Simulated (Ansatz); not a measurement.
Program: Ansatz. Geometries: PBE0-D4/def2-TZVP. ΔE: electronic, gas phase. CCSD(T)/CBS is the MP2 limit (def2-TZVPP, def2-QZVPP) plus CCSD(T) − MP2 in def2-TZVPP, frozen cores. DFT in def2-TZVPP. B3LYP here is the variant with VWN-RPA as its local correlation; programs differ in this. Elements past krypton have def2 core potentials. For Cd, Ge outer-core shells are correlated without core-valence functions, which leaves a few kJ/mol of doubt a bond. Scalar relativity is left out up to krypton. One conformer a species, not always the lowest.

Consider the substitution at a C–S bond: `C[S][Cd][Cl]` + `[CH3][GeH2][SH]` → `C[S][GeH2][CH3]` + `[SH][Cd][Cl]`.

| level | ΔE (kJ/mol) |
| --- | --- |
| LDA (SPW92) | -11.0 |
| r2SCAN-D4 | -10.2 |
| B3LYP-D4 | -10.0 |
| ωB97X-V | -11.9 |
| B2PLYP | -9.7 |
| MP2/def2-SVP | -10.0 |
| SCS-MP2/def2-QZVPP | -11.2 |
| HF/CBS(def2) | -10.4 |

**Question.** What does CCSD(T)/CBS give? (An estimate is asked.)

**Answer.** The calculation gave: -12.5 kJ/mol. The listed levels differ from it by 1.5, 2.3, 2.5, 0.6, 2.8, 2.5, 1.3, 2.1 kJ/mol.

**Question.** What do rigid-rotor, harmonic-oscillator terms from PBE0-D4/def2-TZVP frequencies (298.15 K, 1 bar) make of the CCSD(T)/CBS value? (Estimate.)

**Answer.** Computed: ΔZPE = -1.1 kJ/mol, ΔH = -13.3 kJ/mol, ΔS = -5 J/(mol·K), ΔG = -11.8 kJ/mol.

Largest T1 diagnostic among the species: 0.013.

From BLYP to BHLYP (50 % exact exchange), in def2-TZVPP and without D4, ΔE moves by −3.5 kJ/mol. Leaving LDA and LC-ωPBE aside and taking each functional with its dispersion term where it has one, the values, not all of them listed here, spread over 3.4 kJ/mol, from ωB97M-V to BLYP-D4.
